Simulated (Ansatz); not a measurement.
A geometry optimisation of AlF2NSi with BLYP-D3(BJ)/def2-SVP

The starting geometry of this gas-phase singlet was optimised with GFN2-xTB.

```xyz
5

Al   -0.9562   -0.2671   -0.8215
F     1.1615    0.3582    1.8403
F    -1.3530    1.0830   -1.7028
N    -0.2932   -1.3501    0.3515
Si    0.7171   -1.2066    1.6664
```

Task: Predict what it relaxes into with BLYP-D3(BJ)/def2-SVP.

Result: It rearranges to `[F][Al]([F])[N]=[Si]`. Contacts that open: F2–Si5 (1.64 → 4.48 Å). Contacts that close: Al1–F2 (3.46 → 1.67 Å).

The energy falls by 2.27 eV over 23 steps:

```csv
step,E − E(last) (eV)
1,2.273
3,2.143
6,2.104
8,2.047
11,1.524
13,1.146
16,0.524
18,0.205
21,0.000
23,0.000
```

Final geometry (Å):

```xyz
5

Al   -0.2580    0.3282   -0.0174
F     0.4323    1.7246    0.5826
F    -1.2416    0.5024   -1.3547
N     0.0382   -1.2565    0.7268
Si    0.3052   -2.6811    1.3965
```

No frequencies were run, so the end isn't proven a minimum. Run with Ansatz 0.2.0, 88 s on 1 thread of AMD EPYC (Zen 3) (shared host).
